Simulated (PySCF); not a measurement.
## Dipole moment and polarisability of GeH2MeBr

Compound: GeH2MeBr, CH5BrGe.
Structure used (PBE0-D3(BJ)/def2-SVP), in Å, numbered top down from 1:
```
atom  x, y, z in Å
Ge1    0.505   -0.648    0.325
H2     0.411   -0.878    1.843
H3     1.971   -0.658   -0.139
C4    -0.454    0.937   -0.253
H5     0.000    1.837    0.187
H6    -1.504    0.872    0.063
H7    -0.417    1.014   -1.348
Br8   -0.512   -2.475   -0.679
```

Level: B3LYP/def2-SVPD (PySCF), static field, nuclei fixed, core orbitals frozen in the response. The polarisability tensor in these axes (au):

```
x   62.81  2.79  4.13
y    2.79 77.38  4.36
z    4.13  4.36 61.70
```

**Question.** Diagonalise the tensor; give its mean and Δα, where Δα² is half the sum of the squared differences of the eigenvalues.

**Answer.** Principal values 57.96, 64.55 and 79.38 au; mean 67.30 au = 9.97 Å³ = 11.10 × 10⁻⁴⁰ C²·m²/J; Δα = 19.00 au (28 % of the mean).

**Question.** What is the dipole moment, and where does it point?

**Answer.** (0.52, 2.30, 0.67) D, 2.45 D in size, pointing from the negative to the positive side. Measured along this direction, the outermost atoms are Br8 at the negative end and H5 at the positive end.

**Question.** In a dilute gas of rigid molecules at 250 K, how does the orientational term μ²/3kT compare with the electronic polarisability?

**Answer.** In Gaussian units μ²/3kT = 57.90 Å³ against 9.97 Å³, a ratio of 5.81; the Debye molar polarisation (4π/3)N_A(α + μ²/3kT) is 171.2 cm³/mol, leaving out the vibrational part.

**Question.** What molar refraction does this α imply?

**Answer.** Lorentz–Lorenz: R = (4π/3)N_A α = 2.5225 cm³/(mol·Å³) × 9.97 Å³ = 25.2 cm³/mol, in the limit of long wavelengths.

**Question.** Give the principal axes and the span of the nuclei along them.

**Answer.** Largest value along (0.23, 0.93, 0.28), where the nuclei span 4.38 Å; middle along (0.75, -0.35, 0.55), 3.06 Å; least along (-0.62, -0.09, 0.78), 2.53 Å. The response follows the extents in order.

**Question.** Rayleigh depolarisation ratio (linearly polarised light, static tensor)?

**Answer.** ρ = 3Δα²/(45ᾱ² + 4Δα²) = 1083.0/(203807 + 1444.0) = 0.00528.

**Question.** Find the Langevin capture rate constant for NH4+ (18.034 u) meeting this molecule (169.879 u), k = 2.342 × 10⁻⁹ cm³/s × √(α in Å³ / reduced mass in u).

**Answer.** The reduced mass is 16.30 u, so k = 1.83 × 10⁻⁹ cm³/s. The formula leaves out the permanent dipole, which adds to the capture rate.

Isolated species at its PBE0-D3(BJ)/def2-SVP geometry, gas phase. The calculation is non-relativistic, for germanium and bromine too.
